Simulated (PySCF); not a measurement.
# Building multiplets from coupling constants

Structure with atom numbers: `[BH2:1][O:2][CH2:3][CH2:4][CH3:5]`; H(Xn) means a hydrogen on atom n.

One averaged value for each set of equivalent atoms, non-relativistic Hamiltonian, no solvent model, single conformer. Coordinates at the PBE0-D3(BJ)/def2-SVP level; B3LYP/pcJ-1 coupling constants (spin–dipole term only in couplings to heteroatoms); σ from GIAO-PBE0/pcSseg-1; PySCF 2.14.0 with density-fitted response routines.

References, each an isolated molecule treated in the same way: ¹H (σ = 31.27 ppm) against TMS.

Spectrometer: 400 MHz for ¹H. First-order analysis; couplings under 1 Hz (under 4 Hz in carbon signals) are ignored, and nearly equal couplings are merged; the smaller ones broaden or split the lines further.

Q: What pattern does H(C3) show (¹H)?

A: A triplet at δ 3.95: 8.2 Hz to H(C4) (2 × ¹H, 3 bonds away). Lines in Hz from the centre (relative intensity): +8.2 (1), +0.0 (2), -8.2 (1). The outer lines are 16.4 Hz apart, the sum of the couplings kept, or 0.041 ppm at this field.

Q: What pattern does H(C4) show (¹H)?

A: A sextet at δ 1.61: 8.4 Hz to H(C5) and H(C3) (5 × ¹H, 3 bonds away). Lines in Hz from the centre (relative intensity): +21.0 (1), +12.6 (5), +4.2 (10), -4.2 (10), -12.6 (5), -21.0 (1). The outer lines are 42.0 Hz apart, the sum of the couplings kept, or 0.105 ppm at this field.

Q: What pattern does H(C5) show (¹H)?

A: A triplet at δ 0.93: 8.5 Hz to H(C4) (2 × ¹H, 3 bonds away). Lines in Hz from the centre (relative intensity): +8.5 (1), +0.0 (2), -8.5 (1). The outer lines are 17.0 Hz apart, the sum of the couplings kept, or 0.043 ppm at this field.

Hydrogens on boron are broadened and split by ¹¹B (spin 3/2, 80 %) and 10B (spin 3). Unscaled 3J(H,H) at this level run about 10 % above measured values. Vicinal H,H couplings across rotating CH2–CH2 and CH–CH2 bonds are estimated from the computed gauche and anti values for equal rotamer populations, (2 J gauche + J anti)/3.
